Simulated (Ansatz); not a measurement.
Consider the formal exchange of groups at a B–N bond: `BN=CF` + `C=C1CO1` → `BC1OC1=C` + `N=CF`.

Isolated molecules relaxed with PBE0-D4/def2-TZVP in Ansatz; ΔE leaves out vibrations. CBS: MP2 limit from def2 TZ/QZ plus the TZ coupled-cluster correction, frozen cores. This one scheme is used for every species. DFT in def2-TZVPP. B3LYP here is the variant with VWN-RPA as its local correlation; programs differ in this. One conformer a species, not always the lowest.

```json
{"level": "B3LYP", "ΔE (kJ/mol)": "107.0"}
{"level": "r2SCANh", "ΔE (kJ/mol)": "101.2"}
```

Task: What does CCSD(T)/CBS give? (Best estimate.)

Result: Ansatz gave: +92.7 kJ/mol. The listed levels differ from it by 14.3, 8.5 kJ/mol.

Largest T1 diagnostic among the species: 0.015.

From BLYP to BHLYP (50 % exact exchange), in def2-TZVPP and without D4, ΔE moves by −7.4 kJ/mol. At CCSD(T), def2-SVP lies +13.6 kJ/mol from the extrapolated value and def2-TZVPP +0.1 kJ/mol.
